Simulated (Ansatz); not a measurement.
The first iterations of a band of ClGeH₃ (5 atoms, charge 0, multiplicity 1).

Level of theory: RKS revPBE-D4/def2-SVP in Ansatz 0.2.0.

- movable images: 5
- climbing image: yes
- spring: 5.0 eV/Å²
- optimiser: quadratic models (default)
- start path: through a guess of the saddle point
- force threshold: 0.03 eV/Å
- iteration limit: 60
- end points: relaxed

Image 0:

```xyz
5
Properties=species:S:1:pos:R:3
Ge 0.268 0.019 0.189
H 0.241 -0.037 1.737
H 1.718 -0.037 -0.352
H -0.487 1.262 -0.344
Cl -0.779 -1.754 -0.551
```

Image 6:

```xyz
5
Properties=species:S:1:pos:R:3
Ge 0.125 0.093 -0.969
H 1.026 0.200 1.315
H 1.622 -0.091 0.909
H -0.758 1.016 0.036
Cl -1.054 -1.765 -0.612
```

| iteration | highest image above the first end (eV) | largest band force component (eV/Å) |
| --- | --- | --- |
| 1 | 3.867 | 4.446 |
| 2 | 2.738 | 2.144 |
| 3 | 2.316 | 1.666 |

Task: Does the band converge within its limit, and where does its top end?

Result: The run converged. It ended after 10 iterations with the highest image 2.214 eV above the first end. A vibrational analysis at the climbing image gives one clearly imaginary mode, 1057i cm⁻¹: a first-order saddle point. The orbitals stay closed-shell, which can raise the energy where a bond breaks towards radicals; this wasn't checked here.

Time of the run: 66 s on 1 thread of Arm Neoverse V1, with other jobs on the host, peak memory 0.11 GiB.
